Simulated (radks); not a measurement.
Results of a calculation; reference values are marked as such.
All-electron atom: Pm2+ in [Xe] 4f4.5 6p0.5 (fractional occupations, a model configuration).

Level of theory: scalar-relativistic Kohn-Sham, LDA (Slater exchange, VWN5 correlation), spin-polarised, spherical densities, finite nucleus; open shells are filled with parallel spins first (spin-orbit coupling, left out, can overturn this in heavy ions); Fermi nuclear charge, rms radius 4.962 fm (a radial shooting solver on a logarithmic mesh with Libxc functionals).

Energy parts (eV):
total: -272448.98
kinetic: 290490.72
electron-nucleus: -661584.76
Hartree: 104663.50
exchange-correlation: -6018.44

Orbitals (lengths in bohr, moments of r in powers of bohr; r(90%) holds 90 % of the orbital's charge):
orbital  occ.  eigenvalue (eV)      <r>  r(90%)
1s up       1        -44991.06  0.02320  0.0419
1s down     1        -44991.06  0.02320  0.0419
2s up       1        -7331.205  0.09904   0.153
2s down     1        -7331.157  0.09903   0.153
2p up       3        -6552.609  0.08714   0.142
2p down     3        -6552.574  0.08713   0.142
3s up       1        -1613.005   0.2609   0.383
3s down     1        -1611.569   0.2608   0.382
3p up       3        -1368.430   0.2591   0.388
3p down     3        -1367.007   0.2589   0.388
3d up       5        -1032.008   0.2364   0.369
3d down     5        -1030.890   0.2362   0.369
4s up       1        -336.1082   0.5930   0.852
4s down     1        -332.6075   0.5929   0.852
4p up       3        -255.7305   0.6277   0.913
4p down     3        -252.2376   0.6277   0.914
4d up       5        -142.0962   0.6873    1.03
4d down     5        -138.6411   0.6879    1.03
5s up       1         -59.5424    1.416    2.04
5s down     1         -57.5401    1.431    2.06
5p up       3         -39.6393    1.642    2.40
5p down     3         -38.0795    1.665    2.43
4f up     4.5         -21.0585   0.9702    1.67
4f down     0         -18.0444    1.009    1.77
6p up     0.5         -11.3978    4.232    6.03
6p down     0         -10.7443    4.324    6.19

The highest occupied level is 6p up at -11.398 eV. The configuration is held as typed, so some empty levels lie below it. The density falls to 0.001 e/bohr^3 at r = 4.00 bohr.
